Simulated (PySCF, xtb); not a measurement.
C4H4OSe, SMILES O=C[C@@H]1C=C[Se]1. Other conformers were not sampled.

Harmonic wavenumbers (cm⁻¹) from GFN2-xTB in xtb at its own minimum, in rising order: 76, 151, 194, 352, 431, 561, 665, 723, 790, 796, 871, 939, 967, 1024, 1059, 1159, 1250, 1368, 1606, 1760, 2740, 2955, 3110, 3125.

Q: What does PBE-D3(BJ)/def2-SVP (PySCF 2.14.0) give at its own minimum? (An estimate is asked for; the answer gives what the named calculation found.)

A: 97, 165, 219, 357, 445, 569, 632, 728, 768, 849, 877, 934, 982, 1029, 1047, 1190, 1282, 1355, 1585, 1777, 2788, 3011, 3133, 3168. Paired by order, the mean absolute difference is 22 cm⁻¹ and the zero-point energies are 41.0 and 41.4 kcal/mol.
